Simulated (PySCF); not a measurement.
## A search over the determinants of KN

Unrestricted PBE0; PySCF, no relativity, basis sets K aug-pcseg-1, N aug-pcseg-1. Outer shells of the fragments: K 4s1; N 2s2 2p3.

Followed along the bond (rough minima from three points):

```csv
2Ms+1,unpaired,⟨S²⟩ at the start,R at minimum (Å),Te (eV)
3,π ↑↑,2.09,2.55,0.00
3,"σ ↑, π ↑",2.02,2.34,0.13
1,π ↑↓,1.00,2.52,0.56
1,"σ ↓, π ↑",1.00,2.34,0.67
5,"σ ↑↑, π ↑↑",6.00,none in the scan,≤ 1.31
```

Solutions found at the starting distance of 2.600 Å, counted from the lowest of them; the search is not exhaustive and high or unbound solutions are not listed, so other states can lie among these:

```
2Ms+1    unpaired   term  E (eV)  ⟨S²⟩  ⟨Lz²⟩   μ (D)
    3        π ↑↑    ³Σ⁻    0.00  2.09   0.00   -8.12
    3    σ ↑, π ↑     ³Π    0.27  2.02   1.01  -10.09
    1        π ↑↓  mixed    0.56  1.00   2.01   -9.15
    1    σ ↓, π ↑  mixed    0.81  1.00   1.02  -10.10
    5  σ ↑↑, π ↑↑    ⁵Σ⁻    1.43  6.00   0.00    2.21
    1        none  mixed    2.10  0.00   2.00   -9.43
```

A term symbol is given only where ⟨S²⟩ and ⟨Lz²⟩ are close to those of a pure state; real π, δ and φ orbitals otherwise mix terms. A positive dipole means K(−)N(+).

Problem. Compare the gap between the two lowest followed solutions at the starting distance with the gap between their minima.

Solution. At PBE0 the second solution (triplet, unpaired electrons σ ↑, π ↑) lies +0.27 eV from the first (triplet, unpaired electrons π ↑↑) at 2.600 Å and +0.13 eV at the minima; the two curves relax by different amounts, since their minima lie near 2.34 and 2.55 Å.

Counting both spins, an empty level lies below a filled one in some of these solutions, because spin and occupation are held.
